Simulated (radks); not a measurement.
Q: As+, 32 electrons, occupied as [Ar] 3d10 4s2 4p2. Calculated with a radial shooting solver on a logarithmic mesh with Libxc functionals: non-relativistic Kohn-Sham, PBE, spin-unpolarised, spherical densities, point nucleus. Some entries of the table are withheld. Estimate them.

orbital,occ.,eigenvalue (hartree),<1/r> (bohr^-1)
1s,2,-424.4370,32.50
2s,2,-53.53588,7.162
2p,6,-47.91239,7.136
3s,2,-7.11767,(1)
3p,6,(2),2.209
3d,10,-1.89109,1.915
4s,2,-0.84007,0.6883
4p,2,-0.49097,0.5594

A: 
(1) 3s <1/r> (bohr^-1): 2.328
(2) 3p eigenvalue (hartree): -5.21921
